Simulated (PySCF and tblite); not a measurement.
The numbers below are computed, except where a source is named.
C₈H₇F, numbered as in [CH2:1]=[CH:2][c:3]1[cH:4][cH:5][cH:6][c:7]([F:8])[cH:9]1.

The ensemble was built from 60 distance-geometry starts (ETKDG, MMFF94s, GFN2-xTB) and rests on GFN2-xTB geometries. Weights use PBE0-D3(BJ)/def2-SVP (IEF-PCM, acetonitrile) energies plus GFN2-xTB zero-point and thermal terms (modes under about 100 cm⁻¹ blended into free rotors). Symmetry numbers and mirror images are counted. Conformers within 3 kcal/mol (GFN2-xTB free energy) were kept, 8 at most. GIAO shieldings: mPW1PW91/pcSseg-1 (IEF-PCM, acetonitrile). Shifts are against TMS (¹H), TMS (¹³C) at the same level; of two unlike H on one atom, a is the less shielded. Run with PySCF (density fitting) and tblite.

Question: What shifts does this protocol give at 298.15 K under fast conformational exchange?

Answer: ¹H: 7.87 (H5, 1H), 7.75 (H4, 1H), 7.68 (H9, 1H), 7.43 (H6, 1H), 7.01 (H2, 1H), 6.56 (H1a, 1H), 5.94 (H1b, 1H) ppm. ¹³C: 174.1 (C7), 145.2 (C3), 144.4 (C2), 137.7 (C5), 129.4 (C4), 123.4 (C1), 122.1 (C6), 119.4 (C9) ppm.

Question: How do the conformers differ?

Answer: Torsions listed: C1–C2–C3–C4.
```tsv
conformer	shape	weight %
1	180°	53.3
2	0°	46.7
```

| signal | 1 | 2 | average |
| --- | --- | --- | --- |
| H1a | 6.54 | 6.59 | 6.56 |
| H1b | 5.94 | 5.94 | 5.94 |
| H2 | 7.05 | 6.97 | 7.01 |
| H4 | 7.42 | 8.12 | 7.75 |
| H5 | 7.85 | 7.88 | 7.87 |
| H6 | 7.43 | 7.43 | 7.43 |
| H9 | 7.99 | 7.33 | 7.68 |
| C1 | 123.3 | 123.6 | 123.4 |
| C2 | 144.3 | 144.4 | 144.4 |
| C3 | 145.2 | 145.2 | 145.2 |
| C4 | 133.2 | 125.0 | 129.4 |
| C5 | 138.0 | 137.4 | 137.7 |
| C6 | 122.3 | 121.9 | 122.1 |
| C7 | 174.1 | 174.0 | 174.1 |
| C9 | 115.8 | 123.6 | 119.4 |

Question: Which signal moves most, for its nucleus, between 150 and 400 K through the change of populations alone?

Answer: H4: 7.70 ppm at 150 K, 7.72 ppm at 200 K, 7.74 ppm at 250 K, 7.75 ppm at 298.15 K, 7.76 ppm at 400 K.

Shifts are unscaled: against experiment ¹³C can be off by 15 ppm or more and ¹H by 0.8 ppm.
